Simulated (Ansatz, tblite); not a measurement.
Forces on B(AsH3)H3 (BAsH₆) at its B3LYP-D4/def2-TZVP geometry. Charge 0, multiplicity 1.

The xTB rows come from tblite.

GFN1-xTB (tblite), largest force 0.92 eV/Å:

```xyz
8
positions Å, forces eV/Å
B    -0.610   -0.231   -1.039    0.457    0.172    0.778
As    0.431    0.163    0.734    0.170    0.064    0.290
H     1.443    1.283    0.756   -0.449   -0.558    0.133
H     1.290   -0.924    1.335   -0.367    0.604   -0.173
H    -0.347    0.542    1.971    0.494   -0.168   -0.508
H     0.281   -0.485   -1.803   -0.130   -0.032   -0.158
H    -1.182    0.809   -1.232   -0.088   -0.069   -0.174
H    -1.306   -1.158   -0.722   -0.087   -0.013   -0.188
```

GFN2-xTB (tblite), largest force 0.50 eV/Å:

```
B 0.166 0.062 0.283
As -0.173 -0.066 -0.295
H -0.208 -0.354 0.284
H -0.150 0.472 0.066
H 0.463 -0.078 -0.172
H -0.273 0.037 0.075
H 0.075 -0.270 -0.060
H 0.101 0.197 -0.180
```

r2SCAN-D4/def2-TZVP (Ansatz), largest force 0.32 eV/Å:

```
B 0.159 0.059 0.270
As -0.115 -0.044 -0.196
H -0.040 -0.048 0.010
H -0.032 0.052 -0.017
H 0.042 -0.015 -0.046
H 0.073 -0.017 -0.049
H -0.037 0.080 -0.006
H -0.048 -0.067 0.033
```
